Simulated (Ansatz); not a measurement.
Two structures of CH5GaS, singlet, reached by relaxing down either side of one saddle point (PBE0-D4/def2-TZVP). Energies are electronic, without zero-point energy. Ansatz 0.2.0; basis: def2-TZVPP and def2-QZVPP; cores frozen in the correlated methods. Filled d shells of the heavier atoms are correlated. The def2 sets are not built for correlating such inner shells, so the correlated values are less sure here. Extrapolation: Hartree–Fock as exp(−7.88 √X), correlation as X^−2.97. First:

```json
{"atom": "Ga1", "x (Å)": "-0.8410", "y (Å)": "0.1601", "z (Å)": "0.4411"}
{"atom": "C2", "x (Å)": "1.1073", "y (Å)": "0.2586", "z (Å)": "0.2502"}
{"atom": "S3", "x (Å)": "-2.0483", "y (Å)": "-0.8445", "z (Å)": "-1.1102"}
{"atom": "H4", "x (Å)": "-1.0003", "y (Å)": "-1.1710", "z (Å)": "-1.8840"}
{"atom": "H5", "x (Å)": "-1.6881", "y (Å)": "0.7380", "z (Å)": "1.6220"}
{"atom": "H6", "x (Å)": "1.5897", "y (Å)": "-0.2194", "z (Å)": "1.1064"}
{"atom": "H7", "x (Å)": "1.4272", "y (Å)": "1.3036", "z (Å)": "0.2375"}
{"atom": "H8", "x (Å)": "1.4536", "y (Å)": "-0.2254", "z (Å)": "-0.6631"}
```

Second:

Ga1  (-2.091, 0.056, 0.489)
C2  (1.292, 0.012, -0.221)
S3  (-2.856, -0.919, -1.088)
H4  (0.608, -0.461, -0.927)
H5  (-1.540, 0.805, 1.708)
H6  (1.220, -0.474, 0.753)
H7  (1.056, 1.072, -0.124)
H8  (2.312, -0.090, -0.591)
(Å)

Question: Which bonds change from the first to the second?

Answer: CH₅GaS ([CH3][GaH][SH]) → GaHS ([S][GaH]) + CH₄; bonds formed: C2–H4; bonds broken: Ga1–C2, S3–H4.

Question: Give the saddle point's structure and its height above each. (To be estimated.)

Answer: Computed: 216.8 kJ/mol above the first and 163.8 kJ/mol above the second (CCSD(T) at an estimated basis limit (MP2 extrapolated from triple and quadruple zeta, plus CCSD(T) − MP2 in triple zeta)).
Ga1  (-1.245, 0.121, 0.447)
C2  (0.881, 0.068, -0.045)
S3  (-1.804, -0.923, -1.293)
H4  (-0.166, -0.496, -0.845)
H5  (-1.479, 0.854, 1.787)
H6  (1.261, -0.417, 0.858)
H7  (1.096, 1.140, -0.027)
H8  (1.456, -0.347, -0.882)
(Å)

The T1 diagnostic stays at or below 0.018.

Labels in which every atom is bracketed show which atoms are joined, not bond orders.

For scale, one of the runs: CCSD(T)/def2-TZVPP, 191 basis functions, launched by `ansatz run in.yaml --threads 4 --pin off --events-out ev --progress --plain --max-ram 9574MiB`. The run took 2.1 min on 4 CPU threads of an Intel Xeon (shared host), with 2 GiB of host memory at its peak.
